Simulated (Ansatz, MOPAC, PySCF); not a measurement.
Noncovalent pair: C2H4 (SMILES C=C) (first 6 atoms) with CH4O (SMILES CO); geometry from B3LYP-D3(BJ)/def2-TZVP, rigid monomers moved along the line of their centres of mass till C1···H12 is 4.35 Å.
(charge 0, multiplicity 1):
```xyz
12

C      0.70193     0.20810     0.02380
C     -0.60631     0.02689    -0.10076
H      1.16581     1.16679    -0.17399
H      1.36150    -0.59620     0.32679
H     -1.06908    -0.93284     0.09547
H     -1.26629     0.82981    -0.40593
C     -0.38629    -0.62503     5.65289
O     -0.51837     0.69546     5.15598
H     -1.16227    -1.29468     5.26309
H     -0.49289    -0.57389     6.73602
H      0.59508    -1.05802     5.42487
H     -0.42605     0.66606     4.19541
```

Monomers are frozen at their geometry in the pair; levels with a basis set take the counterpoise correction. Rows marked so take none.

Correlated levels freeze the cores. Rows in 3-21G, 6-31G*, STO-3G carry no dispersion term and start afresh at each structure (6-31G* with six Cartesian d functions). MP2/6-31G* freezes PySCF's default core. The state that AM1, PM3, PM6, PM7 reach isn't checked; PM7 holds dispersion and hydrogen-bond terms.

Codes used: Ansatz (a first-principles code) with Gaussian orbitals; MOPAC for AM1, PM3, PM6, PM7 (differences of heats of formation); PySCF for 3-21G rows, 6-31G* rows, STO-3G rows, the dispersion terms. Values without a source in brackets are computed.

Other levels give for the interaction energy: PBE/def2-TZVPPD -0.41; B3LYP/def2-TZVPPD -0.30; B3LYP-D3(BJ)/def2-TZVPPD -0.49; wB97M-V/def2-TZVPPD -0.51; CCSD(T)/aug-cc-pVDZ -0.48 kcal/mol.

Question: What do these common cheap choices give for the same quantity: AM1, PM3, PM6, PM7, HF/STO-3G (no counterpoise), HF/6-31G*, B3LYP/3-21G (no counterpoise), MP2/6-31G*?

Answer: AM1 -0.08; PM3 -0.07; PM6 -0.15; PM7 -0.38; HF/STO-3G (no counterpoise) -0.11; HF/6-31G* -0.37; B3LYP/3-21G (no counterpoise) -0.36; MP2/6-31G* -0.40 kcal/mol. They span -0.40 to -0.07 kcal/mol.
